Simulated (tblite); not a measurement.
Compound: C5H11GaO.
SMILES with atom numbers: `[CH2:1]=[C:2]([CH2:3][CH3:4])[GaH:5][O:6][CH3:7]` (hydrogens: H8, H9 on C1; H10, H11 on C3; H12, H13, H14 on C4; H15 on Ga5; H16, H17, H18 on C7)

Computed with GFN2-xTB (tblite), gas phase: L-BFGS steps from a force-field or distance-geometry start until the largest atomic force falls under 0.01 eV/Å.

Step 108: E = -586.4955 eV
```
atom  x, y, z in Å  |  force x, y, z in eV/Å
C1     -1.0817   -2.4077   -0.4878   -0.010   0.011   0.000
C2     -0.6072   -1.1743   -0.4171   -0.010  -0.007  -0.016
C3     -1.2874    0.0411   -0.9652    0.024   0.001  -0.001
C4     -2.0219    0.7648    0.1619    0.020  -0.005  -0.021
Ga5     1.1395   -0.9238    0.5821    0.000  -0.034   0.024
O6      2.0589    0.5099    0.4745   -0.015  -0.021   0.017
C7      2.7739    1.7193    0.3758   -0.013   0.026   0.011
H8     -2.0126   -2.6453   -0.9838   -0.019  -0.036  -0.020
H9     -0.5496   -3.2383   -0.0388    0.013   0.005   0.020
H10    -0.5235    0.7145   -1.3717    0.010   0.013  -0.031
H11    -1.9825   -0.2219   -1.7664   -0.014  -0.002   0.017
H12    -2.8608    0.1695    0.5139    0.001  -0.020   0.035
H13    -2.3937    1.7271   -0.1791   -0.018   0.038   0.006
H14    -1.3349    0.9281    0.9990   -0.008   0.008  -0.018
H15     1.7815   -2.0849    1.4319    0.013   0.027  -0.023
H16     2.7958    2.2214    1.3458    0.010  -0.002   0.032
H17     2.2977    2.3831   -0.3493    0.000   0.012  -0.028
H18     3.7998    1.5237    0.0560    0.014  -0.016  -0.004
```

Step 109: E = -586.4959 eV
```
atom  x, y, z in Å  |  force x, y, z in eV/Å
C1     -1.0806   -2.4074   -0.4897   -0.023  -0.009  -0.011
C2     -0.6085   -1.1732   -0.4174   -0.023   0.003  -0.019
C3     -1.2924    0.0396   -0.9665    0.024   0.011  -0.001
C4     -2.0255    0.7627    0.1620    0.017   0.014  -0.012
Ga5     1.1343   -0.9179    0.5877    0.014  -0.012   0.006
O6      2.0590    0.5136    0.4717   -0.027  -0.036   0.026
C7      2.7810    1.7192    0.3772   -0.017   0.037  -0.008
H8     -2.0096   -2.6481   -0.9898    0.003  -0.024  -0.006
H9     -0.5479   -3.2367   -0.0397    0.015  -0.001   0.023
H10    -0.5304    0.7140   -1.3761   -0.002   0.007  -0.026
H11    -1.9896   -0.2264   -1.7652   -0.004   0.001   0.021
H12    -2.8625    0.1659    0.5176    0.018  -0.011   0.028
H13    -2.4005    1.7248   -0.1779   -0.012   0.018   0.009
H14    -1.3354    0.9285    0.9969   -0.020   0.004  -0.027
H15     1.7787   -2.0791    1.4339    0.014   0.021  -0.015
H16     2.8050    2.2203    1.3475    0.006  -0.006   0.035
H17     2.3100    2.3870   -0.3482   -0.001   0.007  -0.020
H18     3.8062    1.5196    0.0577    0.016  -0.025  -0.001
```

Task: Estimate the geometry and energy of step 110. (The exact step hangs on the optimiser's Hessian estimate; all steps are aligned on step 109, rigid shifts and turns removed.)

Result: E = -586.4963 eV, largest force 0.054 eV/Å
```
atom  x, y, z in Å  |  force x, y, z in eV/Å
C1     -1.0798   -2.4066   -0.4913    0.000  -0.014  -0.011
C2     -0.6104   -1.1715   -0.4169   -0.028  -0.001  -0.016
C3     -1.2962    0.0393   -0.9671    0.010   0.020  -0.006
C4     -2.0297    0.7609    0.1620    0.015   0.022  -0.008
Ga5     1.1288   -0.9116    0.5945    0.014  -0.007  -0.015
O6      2.0588    0.5164    0.4711   -0.028  -0.033   0.032
C7      2.7870    1.7184    0.3779   -0.004   0.030  -0.012
H8     -2.0045   -2.6511   -0.9971    0.001  -0.018  -0.002
H9     -0.5454   -3.2340   -0.0395    0.011  -0.004   0.023
H10    -0.5360    0.7147   -1.3791   -0.008   0.005  -0.020
H11    -1.9947   -0.2289   -1.7640    0.000   0.000   0.016
H12    -2.8634    0.1615    0.5217    0.025  -0.009   0.018
H13    -2.4095    1.7217   -0.1772   -0.008   0.009   0.007
H14    -1.3375    0.9299    0.9943   -0.017   0.009  -0.018
H15     1.7776   -2.0731    1.4341    0.015   0.012  -0.004
H16     2.8139    2.2189    1.3487    0.001  -0.008   0.024
H17     2.3207    2.3882   -0.3486   -0.006   0.012  -0.014
H18     3.8116    1.5134    0.0583    0.008  -0.025   0.005
```

The energy changes by -0.0004 eV. The first-order estimate −F·Δx gives -0.0006 eV and the mean of the old and new forces, exact on a quadratic surface, -0.0004 eV. The step makes an angle of 81° with the force vector and moves no atom by more than 0.011 Å.

The cost below is that of the whole relaxation. Hardware: one thread, Arm Neoverse N1 (aarch64), shared host. Cost: 1.8 s.
